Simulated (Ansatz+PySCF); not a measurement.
The numbers below are computed, except where a source is named.
Several solutions for singlet ZnCl₂

```xyz
3

Cl    0.0000    0.0000   -2.0970
Zn    0.0000    0.0000    0.0000
Cl    0.0000    0.0000    2.0970
```

Basis set: def2-SVP (spherical functions). Charge 0, multiplicity 1.

CASSCF(2,2) was run from several starts with Ansatz (development build ahead of 0.2.0) and PySCF 2.14.0. The starts are those of the Hartree–Fock orbitals from which the active space was taken at the frontier.

```
run  program                        start  converged  energy (hartree)  <S²>
  A    PySCF             program defaults        yes       -2696.38998  0.00
  B   Ansatz      atomic start, no search        yes       -2696.39504  0.00
  C   Ansatz  search for the lowest state        yes       -2696.39679  0.00
  D   Ansatz      stability test followed        yes       -2696.39679  0.00
```

(1) Which runs reached the lowest solution of this kind, and what is wrong with the others?

Answers

(1) C, D reached the lowest solution found. Converged but too high: A by 0.19 eV, B by 0.05 eV. Convergence only shows a stationary point; in CASSCF the end hangs on which orbitals enter the active space. Caution: other starts end on other solutions of this active space.
